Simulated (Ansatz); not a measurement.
These are frozen-core CCSD(T)/cc-pVTZ // PBE0-D3(BJ)/def2-TZVP (Ansatz, a quantum-chemistry and plane-wave program) values and carry that method's errors.

Ansatz 0.2 input:
```yaml
crystal:
  periodic: [false, false, false]
  atoms:
    - { symbol: Br, position_ang: [2.004552, -0.380622, -0.000006] }
    - { symbol: Ga, position_ang: [-0.002108, 0.772183, -0.000001] }
    - { symbol: Br, position_ang: [-2.002445, -0.391562, 0.000008] }
basis:
  gaussian: { orbitals: cc-pVTZ }
correlation:
  method: ccsd_t
magnetization:
  spin_polarized: true
  initial_magnetization: 1
```

Output:

```
Functional definition: HF
856 factors; integrals over basis functions are off by at most 6.0e-4 eV
mean field evaluation 1: about -192337.5153 eV, gradient 1.1e1 eV
mean field evaluation 2: about -192337.5399 eV, gradient 1.1e1 eV
mean field evaluation 4: about -192338.7252 eV, gradient 1.8e0 eV
mean field evaluation 8: about -192338.8164 eV, gradient 3.3e-1 eV
mean field evaluation 16: about -192338.8200 eV, gradient 3.1e-6 eV
mean field evaluation 32: about -192335.5415 eV, gradient 1.7e-1 eV
mean field evaluation 64: about -192335.5428 eV, gradient 2.6e-3 eV
mean field -192338.82001753 eV, -7068.3212637096 hartree, gradient 2.4e-6 eV, S^2 0.760030; 1 other end points of the search recorded, 0 dependent functions left out
determinant -192338.82001753 eV, -7068.3212637096 hartree, with singles and doubles -192354.76072840 eV, -7068.9070740290 hartree
determinant -192335.54282920 eV, -7068.2008292597 hartree, with singles and doubles -192351.67268662 eV, -7068.7935905867 hartree
27 core orbitals not correlated
reference -192338.82001753 eV, -7068.3212637096 hartree; 24, 23 occupied and 78, 79 virtual orbitals, 856 factors
second order -15.40649376 eV of doubles, -0.00000000 eV of singles
cycle   1  -15.94069222 eV  change    1.9e-5 eV  update   1.1e-3
cycle   2  -15.94145163 eV  change   -7.6e-4 eV  update   7.7e-4
cycle   3  -15.94117477 eV  change    2.8e-4 eV  update   3.9e-4
cycle   4  -15.94104288 eV  change    1.3e-4 eV  update   1.4e-4
cycle   5  -15.94133149 eV  change   -2.9e-4 eV  update   3.5e-5
cycle   6  -15.94136599 eV  change   -3.4e-5 eV  update   1.7e-5
perturbative correction -0.71926153 eV, -0.0264323739 hartree
Total energy: -192355.48064506 eV, -7068.9335304782 hartree
```

Cost: roughly 4 core-minutes.
